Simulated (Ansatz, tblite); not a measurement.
Removing and adding an electron: `FC(F)(F)c1ccc(-c2ccc(-c3ccc(-c4ccc(-c5ccc(-c6ccc(C(F)(F)F)s6)s5)s4)s3)s2)s1`. Charge 0, multiplicity 1. Geometry: PBE-D4/def2-SVP. Ansatz, gas phase; energy differences of separate SCF runs; the oxidised species was run as a doublet alone; the reduced species was run as a doublet alone.

Cartesian coordinates in Å:
```
F -12.571 1.370 -1.831
C -12.093 0.205 -2.336
F -12.904 -0.791 -1.912
F -12.214 0.291 -3.685
C -10.680 -0.053 -1.914
C -10.204 -1.135 -1.196
C -8.806 -1.066 -0.966
C -8.213 0.074 -1.511
C -6.830 0.487 -1.481
C -6.240 1.632 -2.017
C -4.847 1.707 -1.791
C -4.339 0.619 -1.076
C -2.984 0.357 -0.665
C -2.464 -0.736 0.033
C -1.073 -0.648 0.264
C -0.494 0.516 -0.249
C 0.875 0.956 -0.204
C 1.434 2.142 -0.688
C 2.825 2.244 -0.468
C 3.367 1.138 0.193
C 4.739 0.922 0.576
C 5.782 1.852 0.597
C 7.015 1.303 1.016
C 6.945 -0.056 1.329
C 7.991 -0.940 1.785
C 7.937 -2.307 2.058
C 9.181 -2.843 2.482
C 10.182 -1.890 2.535
C 11.610 -2.093 2.936
F 11.947 -1.344 4.016
F 11.834 -3.390 3.248
F 12.471 -1.750 1.946
S 9.605 -0.318 2.064
S 5.316 -0.652 1.084
S 2.114 -0.036 0.544
S -1.712 1.506 -1.032
S -5.625 -0.506 -0.686
S -9.411 1.066 -2.317
H -10.856 -1.948 -0.852
H -8.235 -1.826 -0.415
H -6.813 2.396 -2.560
H -4.213 2.534 -2.140
H -3.088 -1.578 0.364
H -0.491 -1.411 0.799
H 0.836 2.912 -1.195
H 3.436 3.095 -0.797
H 5.641 2.907 0.329
H 7.946 1.882 1.097
H 7.019 -2.900 1.946
H 9.353 -3.895 2.743
```

The xTB rows come from tblite. Single mean-field runs in def2-SVP are fitted with def2-universal-jkfit.

```json
{"level": "GFN1-xTB", "−HOMO (eV)": "10.67", "vertical IE (eV)": "12.13", "−LUMO (eV)": "9.21", "vertical EA (eV)": "7.80", "HOMO–LUMO gap (eV)": "1.47", "IE − EA (eV)": "4.33"}
{"level": "GFN2-xTB", "−HOMO (eV)": "10.10", "vertical IE (eV)": "11.54", "−LUMO (eV)": "8.68", "vertical EA (eV)": "7.34", "HOMO–LUMO gap (eV)": "1.43", "IE − EA (eV)": "4.20"}
{"level": "PBE-D4/def2-SVP", "−HOMO (eV)": "4.75", "vertical IE (eV)": "6.18", "−LUMO (eV)": "3.21", "vertical EA (eV)": "1.91", "HOMO–LUMO gap (eV)": "1.54", "IE − EA (eV)": "4.26"}
{"level": "PBE0-D4/def2-SVP", "−HOMO (eV)": "5.53", "vertical IE (eV)": "6.51", "−LUMO (eV)": "2.76", "vertical EA (eV)": "1.87", "HOMO–LUMO gap (eV)": "2.77", "IE − EA (eV)": "4.64"}
```

 Raw xTB energy differences between charge states are shifted by several eV; the methods need an empirical correction for them. Sets without diffuse functions give affinities that are too small.
